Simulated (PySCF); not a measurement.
SMILES O(C)C(=O)[SiH2]N (GFN2-xTB optimised geometry):

```
13

C      2.521    -1.155     0.000
O      1.097    -1.155     0.000
C      0.489     0.037     0.000
O      1.096     1.082     0.002
Si    -1.412    -0.153     0.019
N     -1.936     1.422    -0.393
H      2.897    -0.654     0.895
H      2.896    -0.628    -0.880
H      2.829    -2.197    -0.015
H     -1.788    -0.655     1.349
H     -1.825    -1.103    -1.013
H     -1.304     2.197    -0.262
H     -2.897     1.712    -0.326
```

Level of theory: PBE/def2-TZVP (PySCF).

Q: What are the frontier orbital energies and the dipole moment?

A: HOMO-2 -7.39 eV, HOMO-1 -6.19 eV, HOMO -5.97 eV, LUMO -1.47 eV, LUMO+1 -0.39 eV; dipole moment 0.77 D.

On the same geometry PBE0/def2-TZVP in PySCF gives HOMO-2 -8.86 eV, HOMO-1 -7.71 eV, HOMO -7.44 eV, LUMO -0.40 eV, LUMO+1 0.43 eV; dipole moment 0.91 D.

Meta-Löwdin charges at PBE/def2-TZVP: C1 -0.16, O2 -0.30, C3 0.27, O4 -0.43, Si5 0.67, N6 -0.73, H7 0.13, H8 0.13, H9 0.14, H10 -0.11, H11 -0.10, H12 0.25, H13 0.24.
